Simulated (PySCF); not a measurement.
PySCF input for Al(OMe)(PH2)2 (CH7AlOP2), SMILES C[O][Al]([PH2])[PH2], PBE0-D3(BJ)/def2-SVP. Coordinates come from a PBE0-D3(BJ)/def2-SVP optimisation. One conformer was computed; it need not be the lowest.

```python
import numpy as np
from pyscf import gto, scf, dft, df
from pyscf.hessian import thermo

mol = gto.M(
    atom='''
    Al    0.06452183   -0.05096914    0.09192407
    O    -0.41890463   -1.31916685   -0.92698409
    C    -1.18403479   -1.56235146   -2.05837273
    H    -1.70973523   -0.66007450   -2.42575678
    H    -0.55294015   -1.93732700   -2.88340155
    H    -1.94817923   -2.33248942   -1.85268469
    P     1.58272218   -0.61601265    1.75874396
    H     0.80485630   -1.74638014    2.15983653
    H     0.98375009    0.26756860    2.71051052
    P    -0.59252295    2.13863107   -0.38731122
    H    -0.88201020    2.41981316    0.98449940
    H    -1.93206790    1.73965526   -0.69339846
    ''',
    basis='def2-SVP',
    charge=0,
    spin=0,
    max_memory=1600,
    verbose=3,
)
mf = dft.RKS(mol, xc='pbe0').density_fit(auxbasis='def2-universal-jkfit')
mf.disp = 'd3bj'
mf.grids.level = 3
mf.conv_tol = 1e-11
mf.max_cycle = 100
mf.kernel()

# [left out here: the lines that compute and print the analytic Hessian (its translational invariance restored by hand, since the grid's response is missing), thermochemistry and intensities]
```

Output:

```
converged SCF energy = -1041.86349708434

WARN: DFTD3 does not support analytical Hessian, using finite difference


WARN: Mole.unit (angstrom) is changed to Bohr

Mode                                 0                   1                   2
Irrep
Freq [cm^-1]                       55.2003             72.5434             80.2715
Reduced mass [au]                   1.2520              1.7754              1.2604
Force const [Dyne/A]                0.0022              0.0055              0.0048
Char temp [K]                      79.4209            104.3738            115.4928
Normal mode                   x     y     z       x     y     z       x     y     z
       0  Al                -0.00 -0.01  0.02    0.02 -0.01  0.02   -0.02  0.01 -0.01
       1   O                -0.02 -0.00  0.02    0.01 -0.01  0.01   -0.02  0.00 -0.00
       2   C                 0.03  0.07 -0.02   -0.04  0.13  0.01    0.02 -0.09 -0.01
       3   H                 0.30  0.17 -0.18   -0.28  0.11  0.31   -0.22 -0.20  0.09
       4   H                 0.01 -0.19  0.08   -0.04  0.50 -0.16    0.10  0.15 -0.06
       5   H                -0.20  0.29 -0.01    0.16 -0.10 -0.12    0.23 -0.31 -0.06
       6   P                 0.02  0.00  0.01    0.01 -0.00  0.03   -0.02  0.02 -0.01
       7   H                 0.13 -0.12 -0.11    0.04 -0.03 -0.01    0.20 -0.21 -0.25
       8   H                -0.10 -0.14  0.07   -0.04 -0.04  0.03   -0.25 -0.26  0.10
       9   P                -0.03 -0.03 -0.04   -0.02 -0.04 -0.06    0.03  0.03  0.02
      10   H                 0.40  0.17  0.01    0.03  0.04 -0.06    0.31  0.12  0.06
      11   H                -0.14 -0.01  0.42   -0.03 -0.09  0.03   -0.06  0.10  0.29
Mode                                 3                   4                   5
Irrep
Freq [cm^-1]                       86.9213             95.3320            109.3939
Reduced mass [au]                   1.8981              3.3007              1.7356
[...]
Reduced mass [au]                   1.3064              1.1732              5.0475
Force const [Dyne/A]                0.2803              0.2689              1.6492
Char temp [K]                     868.2273            897.3989           1071.4509
Normal mode                   x     y     z       x     y     z       x     y     z
       0  Al                 0.04 -0.05  0.04    0.02  0.00  0.02    0.04  0.10  0.08
       1   O                -0.01  0.04 -0.01   -0.00 -0.05 -0.02    0.00 -0.10 -0.02
       2   C                 0.00  0.00  0.01   -0.03 -0.02 -0.05   -0.06 -0.04 -0.10
       3   H                -0.01 -0.01 -0.01   -0.01  0.00 -0.02   -0.04 -0.01 -0.05
       4   H                 0.01 -0.01  0.02   -0.04 -0.01 -0.06   -0.09 -0.02 -0.13
       5   H                 0.02 -0.01  0.02   -0.05 -0.01 -0.06   -0.09 -0.02 -0.14
       6   P                -0.02  0.02 -0.01   -0.01  0.03 -0.00   -0.01 -0.01 -0.01
       7   H                -0.08  0.02 -0.13   -0.30  0.10 -0.35    0.11 -0.04  0.10
       8   H                 0.28 -0.09  0.26    0.44 -0.16  0.44   -0.10  0.05 -0.11
       9   P                -0.02  0.01 -0.03    0.01  0.01  0.01   -0.00 -0.01 -0.00
      10   H                 0.16 -0.55  0.14   -0.09  0.28 -0.07    0.05 -0.13  0.03
      11   H                -0.13  0.46 -0.07    0.08 -0.30  0.06   -0.04  0.15 -0.04
Mode                                15                  16                  17
Irrep
Freq [cm^-1]                     1078.6985           1086.2720           1184.3281
Reduced mass [au]                   1.0397              1.0398              1.3719
Force const [Dyne/A]                0.7128              0.7229              1.1337
Char temp [K]                    1552.0070           1562.9035           1703.9845
Normal mode                   x     y     z       x     y     z       x     y     z
       0  Al                 0.00 -0.00  0.00    0.01  0.00 -0.00   -0.00 -0.01 -0.00
       1   O                -0.00 -0.00 -0.00    0.00  0.00  0.01    0.05 -0.03  0.04
       2   C                 0.00  0.00  0.00   -0.00  0.00 -0.01   -0.08  0.10 -0.03
       3   H                -0.00 -0.00 -0.00   -0.01 -0.00 -0.00   -0.27 -0.21 -0.53
       4   H                -0.00  0.00 -0.00   -0.00 -0.01 -0.00    0.24 -0.16  0.34
       5   H                -0.00  0.00  0.00    0.00 -0.00  0.01    0.26 -0.19  0.11
       6   P                 0.01  0.00 -0.02    0.01  0.00 -0.02   -0.00 -0.00  0.00
       7   H                -0.17  0.25  0.36   -0.18  0.26  0.39    0.00 -0.00 -0.00
       8   H                -0.23 -0.37  0.20   -0.23 -0.39  0.21    0.00  0.01 -0.00
       9   P                -0.02  0.01  0.01    0.02 -0.00 -0.01   -0.00  0.00  0.00
      10   H                 0.49  0.07  0.09   -0.46 -0.06 -0.09    0.01 -0.00  0.00
      11   H                 0.15 -0.15 -0.46   -0.14  0.15  0.43    0.00 -0.00 -0.01
Mode                                18                  19                  20
Irrep
Freq [cm^-1]                     1188.9348           1266.6957           1471.7037
Reduced mass [au]                   1.2949              7.6870              1.0398
Force const [Dyne/A]                1.0784              7.2670              1.3269
Char temp [K]                    1710.6124           1822.4931           2117.4539
Normal mode                   x     y     z       x     y     z       x     y     z
       0  Al                 0.00  0.00  0.00    0.01  0.02  0.02   -0.00 -0.00 -0.00
       1   O                 0.03  0.02 -0.04   -0.09 -0.08 -0.14   -0.01 -0.00  0.01
       2   C                -0.09 -0.04  0.08    0.08  0.06  0.13   -0.04 -0.01  0.04
       3   H                 0.29  0.10 -0.09   -0.03 -0.06 -0.06    0.52  0.13 -0.43
       4   H                 0.37  0.25  0.30    0.05 -0.06  0.14   -0.29  0.29 -0.33
       5   H                -0.19 -0.12 -0.56    0.15 -0.03  0.09    0.31 -0.28  0.20
       6   P                -0.00  0.00 -0.00   -0.00  0.00 -0.00    0.00 -0.00  0.00
       7   H                 0.00  0.00  0.01   -0.01  0.01  0.01   -0.00  0.00 -0.00
       8   H                 0.00 -0.01  0.01    0.00 -0.01  0.01   -0.00  0.00 -0.00
       9   P                 0.00 -0.00  0.00    0.00 -0.00 -0.00    0.00 -0.00  0.00
      10   H                -0.01  0.00 -0.00   -0.02  0.00 -0.00   -0.00 -0.00 -0.00
      11   H                -0.00  0.00  0.00   -0.00  0.01  0.02   -0.00  0.00  0.00
Mode                                21                  22                  23
Irrep
Freq [cm^-1]                     1477.7649           1483.1319           2392.4447
Reduced mass [au]                   1.0724              1.1021              1.0352
Force const [Dyne/A]                1.3798              1.4284              3.4912
Char temp [K]                    2126.1747           2133.8966           3442.1953
Normal mode                   x     y     z       x     y     z       x     y     z
       0  Al                -0.00 -0.00 -0.00   -0.00 -0.00 -0.00    0.00  0.00 -0.00
       1   O                 0.01  0.02  0.02    0.01  0.00  0.02   -0.00 -0.00 -0.00
       2   C                 0.02  0.05  0.04    0.05 -0.01  0.06    0.00  0.00  0.00
       3   H                -0.03 -0.00  0.03   -0.29 -0.39 -0.48    0.00 -0.00 -0.00
       4   H                -0.45 -0.50 -0.10   -0.19  0.29 -0.26   -0.00  0.00 -0.00
       5   H                 0.15 -0.28 -0.60   -0.34  0.30 -0.21   -0.00  0.00 -0.00
       6   P                 0.00  0.00  0.00    0.00  0.00  0.00   -0.00  0.00  0.00
       7   H                -0.00  0.00 -0.00   -0.00  0.00 -0.00    0.04  0.07 -0.02
       8   H                 0.00 -0.00  0.00    0.00 -0.00  0.00    0.05 -0.08 -0.09
       9   P                -0.00  0.00  0.00    0.00  0.00 -0.00    0.03  0.00 -0.01
      10   H                -0.00  0.00 -0.00   -0.01 -0.00 -0.00   -0.10  0.13  0.55
      11   H                 0.00 -0.00  0.00   -0.00  0.00  0.01   -0.73 -0.21 -0.19
Mode                                24                  25                  26
Irrep
Freq [cm^-1]                     2396.9377           2410.0366           2414.7881
Reduced mass [au]                   1.0352              1.0410              1.0411
Force const [Dyne/A]                3.5041              3.5626              3.5769
Char temp [K]                    3448.6597           3467.5060           3474.3424
Normal mode                   x     y     z       x     y     z       x     y     z
       0  Al                -0.00  0.00  0.00    0.00  0.00  0.00    0.00  0.00  0.00
       1   O                 0.00  0.00  0.00   -0.00  0.00 -0.00    0.00 -0.00  0.00
       2   C                -0.00 -0.00 -0.00    0.00  0.00  0.00   -0.00 -0.00 -0.00
       3   H                -0.00  0.00  0.00   -0.00 -0.00 -0.00   -0.00  0.00  0.00
       4   H                 0.00 -0.00 -0.00   -0.00  0.00 -0.00    0.00 -0.00 -0.00
       5   H                 0.00 -0.00  0.00   -0.00  0.00 -0.00   -0.00 -0.00 -0.00
       6   P                -0.02  0.00  0.02   -0.00 -0.01  0.00    0.01  0.03  0.01
       7   H                 0.29  0.47 -0.16    0.09  0.13 -0.05   -0.41 -0.62  0.22
       8   H                 0.31 -0.49 -0.52   -0.02  0.02  0.03    0.24 -0.35 -0.39
       9   P                -0.01 -0.00 -0.00    0.01  0.01  0.03    0.00  0.00  0.00
      10   H                 0.01 -0.01 -0.04    0.16 -0.17 -0.75    0.03 -0.03 -0.13
      11   H                 0.15  0.04  0.04   -0.53 -0.15 -0.12   -0.08 -0.02 -0.02
Mode                                27                  28                  29
Irrep
Freq [cm^-1]                     3001.3560           3083.0841           3101.3661
Reduced mass [au]                   1.0347              1.1025              1.1061
Force const [Dyne/A]                5.4917              6.1745              6.2682
Char temp [K]                    4318.2830           4435.8716           4462.1753
Normal mode                   x     y     z       x     y     z       x     y     z
       0  Al                 0.00  0.00  0.00   -0.00 -0.00 -0.00   -0.00 -0.00  0.00
       1   O                -0.00 -0.00 -0.00    0.00 -0.00  0.00    0.00  0.00 -0.00
       2   C                -0.03  0.01 -0.04   -0.02  0.09  0.01   -0.07 -0.02  0.05
       3   H                 0.34 -0.60  0.23    0.29 -0.52  0.20   -0.02  0.01  0.01
       4   H                -0.28  0.16  0.34    0.31 -0.16 -0.39    0.38 -0.23 -0.48
       5   H                 0.32  0.33 -0.10   -0.34 -0.32  0.10    0.46  0.49 -0.14
       6   P                -0.00 -0.00 -0.00    0.00 -0.00  0.00   -0.00  0.00  0.00
       7   H                 0.00 -0.00  0.00   -0.00 -0.00  0.00   -0.00 -0.00 -0.00
       8   H                -0.00 -0.00 -0.00   -0.00 -0.00  0.00    0.00 -0.00 -0.00
       9   P                -0.00 -0.00 -0.00   -0.00 -0.00 -0.00   -0.00  0.00  0.00
      10   H                 0.00 -0.00  0.00    0.00 -0.00  0.00    0.00 -0.00 -0.00
      11   H                 0.00  0.00 -0.00    0.00  0.00 -0.00    0.00 -0.00 -0.00
temperature 298.1500 [K]
pressure 101325.00 [Pa]
Rotational constants [GHz] 2.11130 1.59970 0.92751
Symmetry number 1
Zero-point energy (ZPE) 0.07686 [Eh]   201789.926 [J/mol]
                           tot       elec      trans        rot        vib
Entropy [J/mol/K]       424.907      0.000    168.862    121.415    134.629
Cv [J/mol/K]            129.487      0.000     12.472     12.472    104.544
Cp [J/mol/K]            137.801      0.000     20.786     12.472    104.544
Internal energy [J/mol]                      3718.434   3718.434 221015.472
Internal energy [Eh]   -1041.77648  -1041.86350
Enthalpy [J/mol]                             6197.391   3718.434 221015.472
Enthalpy [Eh]          -1041.77554
Gibbs free energy [J/mol]                  -44148.929 -32481.498 180875.818
Gibbs free energy [Eh] -1041.82379
mode   freq/cm-1   IR/(km/mol)
   1       55.20         3.547
   2       72.54         2.506
   3       80.27         2.646
   4       86.92         6.778
   5       95.33         0.450
   6      109.39         0.090
   7      184.48        33.418
   8      204.15        19.773
   9      322.00         1.393
  10      468.14        30.791
  11      493.85        40.922
  12      554.94         0.178
  13      603.45        44.936
  14      623.72         8.864
  15      744.70        60.091
  16     1078.70        10.101
  17     1086.27        23.292
  18     1184.33        24.332
  19     1188.93         1.145
  20     1266.70       372.908
  21     1471.70         1.443
  22     1477.76         2.276
  23     1483.13        21.835
  24     2392.44        22.300
  25     2396.94        30.714
  26     2410.04        40.034
  27     2414.79        47.742
  28     3001.36        99.150
  29     3083.08        48.030
  30     3101.37        32.377
max |gradient| / (hartree/bohr): 6.50454443799899e-05
APT charges: [ 1.2774 -1.1012  0.6408 -0.0628 -0.0616 -0.0605 -0.1618 -0.0722 -0.0686
 -0.1847 -0.0628 -0.0818]
```

The run converged.
